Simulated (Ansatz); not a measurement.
Geometry optimisation, RKS BHLYP/STO-3G in Ansatz 0.2.0.

Input:

```yaml
crystal:
  periodic: [false, false, false]
  atoms:
    - { symbol: C, position_ang: [-0.6749, -0.0968, 2.1007] }
    - { symbol: Si, position_ang: [0.5813, -0.0404, 0.7993] }
    - { symbol: "N", position_ang: [0.2374, -1.4256, -0.2827] }
    - { symbol: C, position_ang: [0.1602, -1.0558, -1.5089] }
    - { symbol: Si, position_ang: [0.178, 0.7878, -1.9079] }
    - { symbol: O, position_ang: [0.482, 1.2811, -0.2888] }
    - { symbol: H, position_ang: [-0.6416, -0.9534, 2.7077] }
    - { symbol: H, position_ang: [-1.6851, 0.0024, 1.6395] }
    - { symbol: H, position_ang: [-0.6248, 0.825, 2.8016] }
    - { symbol: H, position_ang: [1.9627, -0.1393, 1.3568] }
    - { symbol: H, position_ang: [-0.1274, -1.7882, -2.2893] }
    - { symbol: H, position_ang: [1.3378, 1.1761, -2.7466] }
    - { symbol: H, position_ang: [-1.1652, 1.3924, -2.3666] }
basis:
  gaussian: { orbitals: STO-3G }
hamiltonian:
  xc: { name: BHLYP }
relax:
  f_tol: 0.02
  max_steps: 40
scf:
  lower_state_search: "off"
output:
  orbitals: {}
```

Command:

```bash
$ ansatz run input.yaml --threads 1 --pin off --max-ram 2048MiB --backend cpu --events-out ev --progress --plain --runs-dir out
```

Q: Where does it end, and by what steps?

A: The forces met the threshold. Limits of this set-up: minimal basis. After 7 steps the energy has fallen by 0.608 eV; H13 moved furthest, 0.12 Å.

```json
{"step": "0", "energy less start (eV)": "0.0000", "largest force component (eV/Å)": "4.533", "accepted": "yes"}
{"step": "1", "energy less start (eV)": "-0.3666", "largest force component (eV/Å)": "2.278", "accepted": "yes"}
{"step": "2", "energy less start (eV)": "-0.5607", "largest force component (eV/Å)": "1.197", "accepted": "yes"}
{"step": "3", "energy less start (eV)": "-0.5929", "largest force component (eV/Å)": "0.728", "accepted": "yes"}
{"step": "4", "energy less start (eV)": "-0.6076", "largest force component (eV/Å)": "0.090", "accepted": "yes"}
{"step": "5", "energy less start (eV)": "-0.6081", "largest force component (eV/Å)": "0.030", "accepted": "yes"}
{"step": "6", "energy less start (eV)": "-0.6083", "largest force component (eV/Å)": "0.037", "accepted": "yes"}
{"step": "7", "energy less start (eV)": "-0.6085", "largest force component (eV/Å)": "0.019", "accepted": "yes"}
```

```xyz
13
Properties=species:S:1:pos:R:3
C -0.708 -0.023 2.104
Si 0.582 -0.064 0.766
N 0.309 -1.490 -0.340
C 0.118 -1.063 -1.546
Si 0.173 0.798 -1.842
O 0.478 1.271 -0.253
H -0.645 -0.919 2.718
H -1.714 0.030 1.694
H -0.567 0.837 2.755
H 1.891 -0.160 1.348
H -0.064 -1.799 -2.342
H 1.233 1.206 -2.721
H -1.066 1.340 -2.325
```

Whether the end is a true minimum wasn't checked by a vibrational analysis.

Run time: 25 s on 1 thread of Arm Neoverse V1, on a shared host, peak memory 0.14 GiB.
